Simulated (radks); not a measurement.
Task: Species: Ho. Configuration: [Xe] 4f11 6s2. All-electron calculation, scalar-relativistic Kohn-Sham, PBE, spin-unpolarised, spherical densities, finite nucleus; Fermi nuclear charge, rms radius 5.2022 fm. Program: a radial shooting solver on a logarithmic mesh with Libxc functionals. Some entries of the table are withheld. Estimate them.

orbital,occ.,eigenvalue (eV),<r^2> (bohr^2),<1/r> (bohr^-1)
1s,2,-55487.57,0.0005883,76.04
2s,2,-9281.547,0.009170,17.69
2p,6,-8223.537,0.007441,16.38
3s,2,-2072.994,0.06038,6.516
3p,6,-1749.581,0.06071,6.098
3d,10,-1339.022,0.05072,5.782
4s,2,-409.4412,0.3039,2.749
4p,6,-303.0003,0.3443,2.518
4d,10,-159.1609,0.4131,2.222
5s,2,(1),1.838,1.037
5p,6,(2),2.643,0.8578
6s,2,-3.7887,18.87,0.3079
4f,11,-3.1477,1.033,1.597

Result: 
(1) 5s eigenvalue (eV): -50.3652
(2) 5p eigenvalue (eV): -25.8704
